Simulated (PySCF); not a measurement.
C$_{2}$H$_{2}$O$_{4}$, triplet, geometry from GFN2-xTB (a higher spin typed on purpose: for a closed-shell molecule this is an excited state); CASSCF(2,3)+NEVPT2/6-31G in PySCF.

Here is a job for PySCF.
```python
from pyscf import gto, scf, mcscf, mrpt
import numpy

mol = gto.M(
    atom='''
O    -0.993567    0.845662   -1.185621
C    -0.689348    0.247015   -0.022244
O    -1.444885    0.096468    0.945894
C     0.689348   -0.247015    0.022244
O     0.993567   -0.845662    1.185621
O     1.444885   -0.096468   -0.945894
H    -1.912579    1.152081   -1.161344
H     1.912579   -1.152081    1.161344
''',
    basis='6-31g',
    charge=0,
    spin=2,
    verbose=3,
)

mf = scf.ROHF(mol)
mf.kernel()
mc = mcscf.CASSCF(mf, 3, 2)
mc.fix_spin_(ss=2.0)
mc.kernel()
occ = numpy.linalg.eigvalsh(mc.fcisolver.make_rdm1(mc.ci, mc.ncas, mc.nelecas))[::-1]
ss = mc.fcisolver.spin_square(mc.ci, mc.ncas, mc.nelecas)[0]
print('natural occupations', occ.round(4), ' <S^2>', round(ss, 4))
e2 = mrpt.NEVPT(mc).kernel()
print('E(NEVPT2) = %.10f' % (mc.e_tot + e2))
```

The log (banner, timings and long lists left out):

```
converged SCF energy = -376.004278494356
CASSCF energy = -376.004278494356
CASCI E = -376.004278494356  E(CI) = -1.14874291933432  S^2 = 2.0000000
natural occupations [ 1.  1. -0.]  <S^2> 2.0

WARN: Active orbitals [2] (occs = [-2.22044684e-16]) are canonicalized with external orbitals

Sr    (-1)',   E = -0.00003641282076
Si    (+1)',   E = -0.00187948360420
Sijrs (0)  ,   E = -0.45715384860738
Sijr  (+1) ,   E = -0.12612686291631
Srsi  (-1) ,   E = -0.06884840212636
Srs   (-2) ,   E = -0.00207331649177
Sij   (+2) ,   E = -0.01025104057764
Sir   (0)' ,   E = -0.04903126348858
Nevpt2 Energy = -0.715400630633003
E(NEVPT2) = -376.7196791250
```
